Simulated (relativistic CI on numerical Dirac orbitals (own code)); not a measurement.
## Ir¹⁶⁺: q coefficients and field-shift factors

Calculated at this level of theory: Dirac-Coulomb-Breit CI, KLI orbitals optimised for each configuration, derivatives by finite differences, unscaled Slater integrals, QED left out (own radial code, finite nucleus).

Configuration list (outside the closed core [Kr] 4d10): 4f13 5s2, 4f14 5s, 4f13 5s 5p, 4f14 5p, 4f13 5p2, 4f12 5s2 5p, 4f13 5s 5d, 4f12 5s 5p2. Levels of other configurations are missing.

With x = (α/α₀)² − 1 an excitation energy changes as ω = ω₀ + qx; K = 2q/ω₀ is the relative enhancement. Terms are leading LS components, so labels can repeat. The field-shift factor is F = δν/δ⟨r²⟩ for the transition from the lowest level.

Lowest level 4f13 5s2 2F°_7/2.

```tsv
Level	ω₀ (cm⁻¹)	q (cm⁻¹)	F (GHz/fm²)
4f13 5s2 2F°_5/2	24642	22400	1.58
4f14 5s 2S_1/2	38655	361400	-563
4f13 5s 5p 4D_7/2	271740	46340	-502
4f12 5s2 5p 4G°_11/2	278855	-330900	85.6
4f12 5s2 5p 2I°_13/2	284549	-331400	85.8
4f12 5s2 5p 2F°_7/2	290368	-333100	85.9
4f13 5s 5p 2G_7/2	292895	60860	-507
4f12 5s2 5p 2G°_9/2	293708	-331900	85.8
4f13 5s 5p 4G_5/2	295102	64060	-502
4f13 5s 5p 4G_9/2	296428	56560	-505
4f13 5s 5p 2F_5/2	303183	62370	-506
4f12 5s2 5p 4I°_11/2	305262	-310200	87.2
4f12 5s2 5p 4G°_9/2	305902	-308800	87
```

At this charge transitions that keep the count of f electrons are usually good to a few per cent. Terms inside the open d or f shell come out 10 to 20 % too wide with unscaled integrals. Levels that differ in their count of f electrons can be misplaced by several ten thousand cm⁻¹, since the correlation energy of f electrons is missing or only estimated; rates across such gaps can be off by orders of magnitude.

Q: Which transition from the lowest level has the largest |K|?

A: 4f14 5s 2S_1/2 at 38655 cm⁻¹, K = 18.7.
